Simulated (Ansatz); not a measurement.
BaCl₂, SMILES [Cl][Ba][Cl]. Atoms are numbered in the order given.

```xyz
3

Ba     0.0000     0.0000    -0.3435
Cl     0.0000     2.4571     0.8719
Cl     0.0000    -2.4571     0.8719
```

Geometry: B3LYP-D3(BJ)/def2-TZVP. The isomer is the one that the SMILES or the coordinates give; other isomers of the formula were not compared. The def2 effective core potentials stand for the cores of Ba; spin–orbit coupling is left out.

Two levels are set side by side: PBE-D3(BJ)/def2-TZVP (Ansatz, a quantum-chemistry and plane-wave program) and B3LYP-D3(BJ)/def2-TZVP (Ansatz). Each level has its own optimised geometry; the coordinates shown are those of the second. Differences are taken from unrounded values.

```json
[
 {"quantity": "mean bond length (Å)", "B3LYP-D3(BJ)": "2.741", "PBE-D3(BJ)": "2.717", "PBE-D3(BJ) minus B3LYP-D3(BJ)": "-0.024"},
 {"quantity": "bond Ba1–Cl2 (Å)", "B3LYP-D3(BJ)": "2.741", "PBE-D3(BJ)": "2.717", "PBE-D3(BJ) minus B3LYP-D3(BJ)": "-0.024"},
 {"quantity": "bond Ba1–Cl3 (Å)", "B3LYP-D3(BJ)": "2.741", "PBE-D3(BJ)": "2.717", "PBE-D3(BJ) minus B3LYP-D3(BJ)": "-0.024"}
]
```

On these quantities the two levels nearly agree.
